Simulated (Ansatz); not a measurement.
Energy profile

The step: CH₅AlO ([CH3][O][AlH2]) → CH₃AlO ([CH3][O][Al]) + H₂; bonds formed: H2–H5, C4–H6; bonds broken: Al1–H2, Al1–H6, C4–H5 (atoms numbered as in the saddle structure below).

```
8
angstrom
Al -0.6117 -1.1451 0.7833
H -0.0648 -1.4438 -0.9493
O 0.8578 -0.0462 1.0713
C 0.5776 0.8150 0.1498
H -0.1320 -0.6225 -1.0657
H -1.7452 -0.0728 0.3866
H 1.2300 0.8823 -0.7236
H -0.1117 1.6332 0.3478
```

Electronic energies by CCSD(T) at an estimated basis limit (MP2 extrapolated from triple and quadruple zeta, plus CCSD(T) − MP2 in triple zeta), on PBE0-D4/def2-TZVP structures; CH₅AlO, closed shell; no counterpoise correction. Ansatz 0.2.0; basis: def2-TZVPP and def2-QZVPP; cores frozen in the correlated methods. Extrapolation: Hartree–Fock as exp(−7.88 √X), correlation as X^−2.97.

**Question.** Give the profile in kcal/mol, counted from the start structure. (Judge from chemistry; the value comes from the calculation.)

**Answer.** By the calculation:
```
                                                                                              point  kcal/mol
                                                                                    start structure      0.00
                                                                                             saddle     77.82
                                                                                      end structure     16.02
separated: CH₃AlO (linked as [CH3][O][Al]; Al1, O3, C4, H6, H7, H8; singlet) + H₂ (H2, H5; singlet)     16.60
```

T1 diagnostic: at most 0.034. The T1 diagnostic is large here, which may signal multireference character or strong orbital relaxation, so CCSD(T) is less sure. The restricted Hartree–Fock reference is unstable towards an unrestricted one at one or more of these structures. A large double-excitation amplitude points to some diradical character; no triplet was computed.

For scale, one of the runs: CCSD(T)/def2-TZVPP, 174 basis functions, launched by `ansatz run in.yaml --threads 2 --pin off --events-out ev --progress --plain --max-ram 4352MiB`. Time: 14 s of wall clock on 2 CPU threads of an Intel Xeon 6975P-C; the host was shared. Peak host memory: 1.6 GiB.
